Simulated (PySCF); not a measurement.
**Assigning NMR signals**

Atom-mapped SMILES (the numbers label the heavy atoms): `[CH3:1][CH:2]([CH3:3])[C:4]1=[N:5][NH:6][CH2:7][C@H:8]1[CH3:9]`. Hydrogens are named by the atom that carries them. Ha(C7) is cis to C9 on the ring; Hb(C7) is trans to C9 on the ring.

All values are calculated (PySCF): GIAO PBE0/pcSseg-1 shieldings, structure optimised with GFN2-xTB. Rapidly exchanging positions averaged, one conformer, isolated molecule, non-relativistic Hamiltonian.

Chemical shifts δ = σref − σ; 13C (σ = 186.93 ppm), 1H (σ = 31.72 ppm) against TMS, all at this level.

Q: Assign these signals to the numbered atoms. 13C{1H} NMR (computed): δ 161.4 (C), 57.1 (CH2), 47.4 (CH), 31.3 (CH), 26.7 (CH3), 25.2 (CH3), 20.5 (CH3).

A: 
161.4 → C4, C=N carbon
57.1 → C7, sp3 CH2 bonded to N: deshielded by the electronegative neighbour
47.4 → C8, sp3 CH in a ring: saturated and bonded to C and H only
31.3 → C2, sp3 CH: saturated and bonded to C and H only
26.7 → C3, methyl carbon: saturated and bonded to C and H only
25.2 → C1, methyl carbon
20.5 → C9, methyl carbon

C3 and C1 lie closer than the usual error of such a calculation, so a measured spectrum could show them in the other order.

Q: Assign these signals to the numbered atoms. 1H NMR (300 MHz, computed): δ 4.56 (br s, 1H), 3.63 (m, 1H), 3.25 (m, 1H), 2.90 (m, 1H), 2.27 (m, 1H), 1.24 (d, 3H), 1.24 (d, 3H), 1.17 (d, 3H).

A: 
| δ (ppm) | atoms | environment | reason |
| --- | --- | --- | --- |
| 4.56 | H(N6) | hydrogen on a nitrogen bonded to O or N | labile proton, position sensitive to the medium |
| 3.63 | Hb(C7) | hydrogen on an sp3 CH2 bonded to N | its carbon carries N, an electronegative neighbour |
| 3.25 | Ha(C7) | hydrogen on an sp3 CH2 bonded to N | – |
| 2.90 | H(C8) | hydrogen on an sp3 CH in a ring | – |
| 2.27 | H(C2) | hydrogen on an sp3 CH | – |
| 1.24 | H(C3) | hydrogen on a methyl carbon | – |
| 1.24 | H(C1) | hydrogen on a methyl carbon | – |
| 1.17 | H(C9) | hydrogen on a methyl carbon | – |

H(C3) and H(C1); H(C1) and H(C9) lie closer than the usual error of such a calculation, so a measured spectrum could show them in the other order.

Exchangeable OH/NH protons stand at their gas-phase positions; hydrogen bonding in a real sample shifts them, mostly to higher δ. Shifts are as computed. Against solution values, carbons near 30 ppm lie about +3 ppm off and those near 130 ppm about +5 ppm. Of 1211 compounds with measured shifts, 218 miss one by over three times the rms of a fit or turn the order of signals round; such compounds aren't used in these exercises. Multiplicities follow the n + 1 count of equivalent neighbours, as no J values were calculated; m marks all less simple cases, F and P coupling included.
